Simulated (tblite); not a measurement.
H9PSi3, charge -1, doublet, geometry from GFN2-xTB (a state made from the parent by changing its charge; the spin is typed, not shown lowest); IPEA1-xTB (tblite).

The tblite input:
```
$ tblite run mol.xyz --method ipea1 --charge -1 --spin 1 --json tblite.json --no-restart

# file mol.xyz
13

Si    -0.68699077     1.65572877    -0.88460613
P      0.40901411    -0.22021910    -0.72392381
Si     1.53381925     0.08784400     1.52792075
Si    -1.18336805    -1.55666879    -0.07416283
H      0.01777200     2.53528288    -1.82662732
H     -0.86366762     2.43370020     0.35868496
H     -2.04760564     1.47403821    -1.41671503
H      2.65455238     0.88221085     0.99493559
H      1.98164421    -1.31630438     1.58815210
H      1.60629184     0.45213044     2.98614720
H     -0.84100581    -2.92805252    -0.47388882
H     -2.48019588    -1.24755869    -0.69724061
H     -1.45144314    -1.59881614     1.37728382
```

Output, abridged:

```
xTB calculator
 | screened Coulomb repulsion
 | Coulomb electrostatics
 |  * isotropic Klopman-Ohno-Mataga-Nishimoto electrostatics
 |  * onsite third-order electrostatics
 | DFT-D3(BJ) dispersion correction

halogen bonding energy    0.0000000000000E+00 Eh
repulsion energy          1.2750063169395E-01 Eh
dispersion energy        -6.0434417440570E-03 Eh
number of electrons       2.7000000000000E+01 e
integral cutoff           4.0000000000000E+01 bohr

------------------------------------------------------------
  cycle        total energy    energy error   density error
------------------------------------------------------------
      1     -13.55001683708  -1.3671474E+01   3.3747815E-01
      2     -13.56375199066  -1.3735154E-02   2.0246083E-01
      3     -13.56409410517  -3.4211452E-04   1.9354418E-02
      4     -13.56432778890  -2.3368372E-04   5.6981876E-03
      5     -13.56432610993   1.6789640E-06   2.9506358E-03
      6     -13.56435900671  -3.2896780E-05   9.1848329E-04
      7     -13.56436044766  -1.4409431E-06   1.7219775E-04
      8     -13.56436049058  -4.2920165E-08   5.2924743E-05
      9     -13.56436049469  -4.1141632E-09   1.7324004E-05
------------------------------------------------------------

electronic energy        -1.3685817684641E+01 Eh
total energy             -1.3564360494691E+01 Eh

Post processing:
 | Mayer-Wiberg bond orders

[Info] JSON dump of results written to 'tblite.json'
```
